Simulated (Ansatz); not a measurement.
Reaction (substitution at a C–Ge bond): `O[SiH2][CH2][GeH2][OH]` + CH₃SH → `CSC[SiH2]O` + `[OH][GeH3]`

Program: Ansatz. Geometries: PBE0-D4/def2-TZVP. ΔE: electronic, gas phase. CCSD(T)/CBS adds triple-zeta CCSD(T) − MP2 to the extrapolated MP2 energy (def2 sets, frozen cores). This one scheme is used for every species. DFT in def2-TZVPP. B3LYP here is the variant with VWN-RPA as its local correlation; programs differ in this. For Ge outer-core shells are correlated without core-valence functions, which leaves a few kJ/mol of doubt a bond. Scalar relativity is left out up to krypton. Each species was taken in one conformer, which may not be the lowest.

(1) Is it downhill or uphill in electronic energy at CCSD(T)/CBS, and by how much? (An estimate is asked.)

(2) What do these levels give: B3LYP-D4, r2SCAN, PBE0, SCS-MP2/def2-TZVPP, MP2/CBS(def2), CCSD/CBS(def2)? (Estimate.)

Largest T1 diagnostic among the species: 0.011.

## Answers

(1) Ansatz gave: Uphill: ΔE = +0.69 eV.

(2) Computed: B3LYP-D4 0.63, r2SCAN 0.64, PBE0 0.63, SCS-MP2/def2-TZVPP 0.69, MP2/CBS(def2) 0.69, CCSD/CBS(def2) 0.70 eV.

From PBE to PBE0 (25 % exact exchange), in def2-TZVPP and without D4, ΔE moves by +0.04 eV. In def2-TZVPP, CCSD(T) changes the Hartree–Fock value by +0.05 eV (the triples alone add −0.01 eV) and MP2 by +0.05 eV.
